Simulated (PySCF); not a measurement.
## C5H9BO2: full NMR table

```
Formula                               : C5H9BO2
SMILES                                : C=C[C@H]1CCOBO1
Point group of the computed structure : C1
Carbon signals                        : 5
Proton signals                        : 9
```

Structure with atom numbers: `[CH2:1]=[CH:2][C@H:3]1[CH2:4][CH2:5][O:6][BH:7][O:8]1` (H(Xn): hydrogen on atom n). Ha(C4), Ha(C5) are cis to C2 on the ring; Ha(C1) is cis to C3; Hb(C4), Hb(C5) are trans to C2 on the ring; Hb(C1) is trans to C3.

Non-relativistic, in vacuum, one computed conformer. PBE0-D3(BJ)/def2-SVP geometry; J couplings at B3LYP/pcJ-1 (spin–dipole term only in couplings to heteroatoms); shielding tensors at B3LYP/pcSseg-1 (GIAO); PySCF 2.14.

Chemical shifts δ = σref − σ; 1H and 13C against TMS; 11B vs BF3·OEt2; 17O against H2O, all at this level.

| carbon | δC, type | δH (multiplicity, J in Hz) | HMBC from (abs. J ≥ 3 Hz) | span of the C tensor (ppm) |
| --- | --- | --- | --- | --- |
| C1 | 123.3, CH2 | Hb(C1) 5.29 (dd, 11.4, 1.8); Ha(C1) 5.38 (dd, 18.0, 1.8) | H(C3) | 209 |
| C2 | 149.9, CH | 6.19 (ddd, 18.0, 11.4, 10.6) | Hb(C4) | 237 |
| C3 | 75.7, CH | 4.16 (ddt, 10.6, 6.1, 1.4) | Ha(C1), Hb(C1), H(B7), Hb(C5), Hb(C4) | 45 |
| C4 | 37.0, CH2 | Ha(C4) 1.46 (ddt, 15.3, 3.6, 1.4); Hb(C4) 2.12 (tt, 15.0, 6.2) | – | 22 |
| C5 | 60.3, CH2 | Hb(C5) 3.89 (ddt, 13.8, 6.2, 1.3); Ha(C5) 4.12 (ddd, 14.7, 13.8, 3.6) | H(C3), H(B7), Hb(C4) | 63 |

Other nuclei:
```
atoms  nucleus                                              environment  δ (ppm)  σ (ppm)
H(B7)       1H  hydrogen on a boron bonded to 2 O, in a 6-membered ring     4.06    27.32
   B7      11B             boron bonded to 2 O, H, in a 6-membered ring     23.6     74.2
   O8      17O              oxygen bonded to C, B, in a 6-membered ring    159.8    174.3
   O6      17O              oxygen bonded to C, B, in a 6-membered ring    136.6    197.4
```

Selected couplings (Hz, signed; the shortest-range and largest first, 30 at most; isotopes 11B, 1H, 13C): 1J(B7,H(B7)) 188.9, 1J(C1,Hb(C1)) 170.2, 1J(C1,Ha(C1)) 164.6, 1J(C2,H(C2)) 161.8, 1J(C3,H(C3)) 154.7, 1J(C5,Hb(C5)) 154.6, 1J(C5,Ha(C5)) 147.3, 1J(C4,Ha(C4)) 135.8, 1J(C4,Hb(C4)) 135.1, 1J(C1,C2) 77.2, 1J(C2,C3) 49.5, 1J(C4,C5) 35.4, 1J(C3,C4) 35.2, 2J(Ha(C4),Hb(C4)) -15.3, 2J(Hb(C5),Ha(C5)) -13.8, 2J(C1,C3) 3.5, 2J(C3,C5) -2.6, 2J(C3,B7) -2.2, 2J(C5,B7) -2.2, 2J(Hb(C1),Ha(C1)) 1.8, 3J(Ha(C1),H(C2)) 18.0, 3J(Hb(C4),Ha(C5)) 14.7, 3J(Hb(C1),H(C2)) 11.4, 3J(H(C2),H(C3)) 10.6, 3J(Hb(C4),Hb(C5)) 6.2, 3J(H(C3),Hb(C4)) 6.1, 3J(C4,B7) 6.1, 3J(B7,Hb(C5)) 3.8, 3J(B7,H(C3)) 3.7, 3J(Ha(C4),Ha(C5)) 3.6.

δC 149.9: alkene CH; an sp2 carbon of a C=C bond. δC 123.3: terminal =CH2 carbon; as expected for a trigonal carbon in a double bond. δC 75.7: allylic sp3 CH bonded to O; deshielded by the electronegative neighbour. δC 60.3: sp3 CH2 bonded to O; the inductive effect lowers its shielding. δH 4.16: hydrogen on an allylic sp3 CH bonded to O; its carbon carries O, hence the downfield position. The protons at 5.38 and 6.19 share a coupling of 18.0 Hz (vicinal, trans across C=C). The protons at 1.46 and 2.12 share a coupling of 15.3 Hz (geminal). The protons at 2.12 and 4.12 share a coupling of 14.7 Hz (vicinal). The protons at 3.89 and 4.12 share a coupling of 13.8 Hz (geminal).

Hydrogens on boron are broadened and split by 11B (spin 3/2, 80 %) and 10B (spin 3). Multiplet labels drop couplings under 1 Hz and merge nearly equal ones. Unscaled 3J(H,H) at this level run about 10 % above measured values. Shifts are as computed. Against solution values, carbons near 30 ppm lie about +2 ppm off and those near 130 ppm about +6 ppm. Of 1309 compounds with measured shifts, 239 miss one by over three times the rms of a fit or turn the order of signals round; such compounds aren't used in these exercises. Couplings across =CH–CH2 type bonds come from one rotamer and its mirror image, and can be 1–2 Hz further off. Experimental scales use liquid or dissolved standards, which lie at an offset from isolated H2O (liquid H2O: subtract about 36 ppm). 3J across rotatable bonds or in flexible rings reflects this conformer alone.
